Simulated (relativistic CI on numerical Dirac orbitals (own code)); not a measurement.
# Crystal-field levels of Os5+, 5d3

Calculated by Dirac-Coulomb-Breit CI, separate exchange-only KLI orbitals for each configuration, a model potential for QED, valence Slater integrals scaled by 0.7, one configuration in a parametric crystal field (own radial code).

Field parameters in Wybourne normalisation: D3d B²₀ = −7Dσ, B⁴₀ = −14Dq − 21Dτ, B⁴₃ = −14√(10/7) Dq. The field is a parameter set, without covalency.

S and J are read from ⟨S²⟩ = S(S + 1) and ⟨J²⟩ = J(J + 1) of each level; they are not fictitious spins.

D3d, 10Dq = 35300, Dσ = -1200, Dτ = -50 cm⁻¹, the lowest 16 levels:

| E (cm⁻¹) | Degeneracy | Irrep | S | J |
| --- | --- | --- | --- | --- |
| 0.0 | 2 | Γ4 | 1.42 | 3.11 |
| 403 | 2 | Γ5+Γ6 | 1.45 | 3.15 |
| 10341 | 2 | Γ4 | 0.65 | 3.71 |
| 12204 | 2 | Γ5+Γ6 | 0.58 | 3.86 |
| 13892 | 2 | Γ4 | 0.53 | 3.81 |
| 14271 | 2 | Γ5+Γ6 | 0.56 | 3.85 |
| 14850 | 2 | Γ4 | 0.54 | 3.47 |
| 23195 | 2 | Γ4 | 0.61 | 3.60 |
| 24759 | 2 | Γ5+Γ6 | 0.64 | 3.70 |
| 27133 | 2 | Γ4 | 0.64 | 3.81 |
| 35009 | 2 | Γ4 | 1.45 | 3.10 |
| 35519 | 2 | Γ4 | 1.43 | 3.20 |
| 35652 | 2 | Γ5+Γ6 | 1.43 | 3.16 |
| 36345 | 2 | Γ4 | 1.45 | 3.18 |
| 37566 | 2 | Γ5+Γ6 | 1.41 | 3.07 |
| 38683 | 2 | Γ4 | 1.42 | 3.42 |

Principal g values of the ground doublet: 1.61, 2.78, 2.78.

D3d, 10Dq = 35300, Dσ = -980, Dτ = -50 cm⁻¹, the lowest 16 levels:

| E (cm⁻¹) | Degeneracy | Irrep | S | J |
| --- | --- | --- | --- | --- |
| 0.0 | 2 | Γ4 | 1.43 | 3.11 |
| 330 | 2 | Γ5+Γ6 | 1.45 | 3.15 |
| 10625 | 2 | Γ4 | 0.64 | 3.72 |
| 12237 | 2 | Γ5+Γ6 | 0.59 | 3.86 |
| 13866 | 2 | Γ4 | 0.53 | 3.81 |
| 14140 | 2 | Γ5+Γ6 | 0.55 | 3.83 |
| 14845 | 2 | Γ4 | 0.54 | 3.47 |
| 23140 | 2 | Γ4 | 0.60 | 3.61 |
| 24710 | 2 | Γ5+Γ6 | 0.63 | 3.71 |
| 26697 | 2 | Γ4 | 0.63 | 3.80 |
| 35062 | 2 | Γ4 | 1.46 | 3.10 |
| 35631 | 2 | Γ4 | 1.43 | 3.18 |
| 35786 | 2 | Γ5+Γ6 | 1.43 | 3.16 |
| 36460 | 2 | Γ4 | 1.45 | 3.19 |
| 37347 | 2 | Γ5+Γ6 | 1.41 | 3.09 |
| 38461 | 2 | Γ4 | 1.43 | 3.42 |

Principal g values of the ground doublet: 1.61, 2.82, 2.82.

D3d, 10Dq = 35300, Dσ = -760, Dτ = -50 cm⁻¹, the lowest 16 levels:

| E (cm⁻¹) | Degeneracy | Irrep | S | J |
| --- | --- | --- | --- | --- |
| 0.0 | 2 | Γ4 | 1.43 | 3.12 |
| 257 | 2 | Γ5+Γ6 | 1.45 | 3.14 |
| 10886 | 2 | Γ4 | 0.64 | 3.74 |
| 12232 | 2 | Γ5+Γ6 | 0.60 | 3.86 |
| 13840 | 2 | Γ4 | 0.53 | 3.81 |
| 14013 | 2 | Γ5+Γ6 | 0.55 | 3.82 |
| 14838 | 2 | Γ4 | 0.53 | 3.47 |
| 23085 | 2 | Γ4 | 0.60 | 3.62 |
| 24702 | 2 | Γ5+Γ6 | 0.63 | 3.72 |
| 26293 | 2 | Γ4 | 0.63 | 3.79 |
| 35098 | 2 | Γ4 | 1.46 | 3.10 |
| 35730 | 2 | Γ4 | 1.43 | 3.16 |
| 35902 | 2 | Γ5+Γ6 | 1.43 | 3.15 |
| 36557 | 2 | Γ4 | 1.45 | 3.20 |
| 37144 | 2 | Γ5+Γ6 | 1.42 | 3.12 |
| 38260 | 2 | Γ4 | 1.43 | 3.42 |

Principal g values of the ground doublet: 1.62, 2.85, 2.85.

D3d, 10Dq = 35300, Dσ = -550, Dτ = -50 cm⁻¹, the lowest 10 levels:

```tsv
E (cm⁻¹)	Degeneracy	Irrep	S	J
0.0	2	Γ4	1.43	3.12
186	2	Γ5+Γ6	1.45	3.14
11113	2	Γ4	0.64	3.76
12184	2	Γ5+Γ6	0.60	3.85
13813	2	Γ4	0.53	3.81
13904	2	Γ5+Γ6	0.54	3.81
14828	2	Γ4	0.53	3.47
23033	2	Γ4	0.60	3.63
24729	2	Γ5+Γ6	0.63	3.73
25941	2	Γ4	0.63	3.78
```

Principal g values of the ground doublet: 1.62, 2.88, 2.88.

D3d, 10Dq = 35300, Dσ = -330, Dτ = -50 cm⁻¹, the lowest 10 levels:

```csv
E (cm⁻¹),Degeneracy,Irrep,S,J
0.0,2,Γ4,1.44,3.12
111,2,Γ5+Γ6,1.44,3.14
11326,2,Γ4,0.63,3.77
12086,2,Γ5+Γ6,0.61,3.83
13783,2,Γ4,0.53,3.81
13811,2,Γ5+Γ6,0.54,3.81
14813,2,Γ4,0.53,3.47
22979,2,Γ4,0.60,3.63
24793,2,Γ5+Γ6,0.63,3.74
25610,2,Γ4,0.63,3.77
```

Principal g values of the ground doublet: 1.63, 2.90, 2.90.

Levels of this model without a field, named by their leading LS term (the scale mimics covalency, so terms lie below those of the real free ion): 4F_3/2 0, 4F_5/2 6157, 4F_7/2 10749, 4P_3/2 13125, 4F_9/2 13378, 4P_1/2 15295, 2G_7/2 20827, 2H_9/2 21688 cm⁻¹.
